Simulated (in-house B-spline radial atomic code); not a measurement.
Successive ionisation energies of lanthanum; each step leads to the configuration of the next row (after the last: [He] 2s2 2p1/2(2) 2p3/2(1)). Dirac energy differences include first-order Breit, QED and recoil terms. NIST's values go from ground level to ground level; the uncertainty of those that are theory runs from under 0.1 % in few-electron ions to several per cent in heavy many-electron ones. Computed with a B-spline radial code for spherical atoms: Dirac-Hartree-Fock, jj configuration that fills j = l - 1/2 first, finite nuclei.

A number in brackets counts the electrons of a j subshell.

```
  ion               configuration  ionisation energy (eV)  tabulated value (eV)    tabulated kind  computed minus tabulated (eV)  highest orbital  largest mean radius (bohr)
La44+           [Ne] 3s2 3p1/2(1)                  3515.5                  3515  tabulated theory                              1            3p1/2                      0.2551
La45+                    [Ne] 3s2                  3703.5                  3704  tabulated theory                             -1            3s1/2                     0.25381
La46+                    [Ne] 3s1                  3799.7                  3800  tabulated theory                              0            3s1/2                     0.25239
La47+                [He] 2s2 2p6                  8669.2                  8669  tabulated theory                              0            2p3/2                     0.10477
La48+  [He] 2s2 2p1/2(2) 2p3/2(3)                  8921.9                  8914  tabulated theory                              8            2p3/2                     0.10419
La49+  [He] 2s2 2p1/2(2) 2p3/2(2)                  9177.7                  9184  tabulated theory                             -6            2p3/2                     0.10363
```

(1) Where is the largest jump?

Answers

(1) From La46+ to La47+, by a factor of 2.28 (3799.7 to 8669.2 eV); the highest orbital goes from 3s1/2 to 2p3/2.
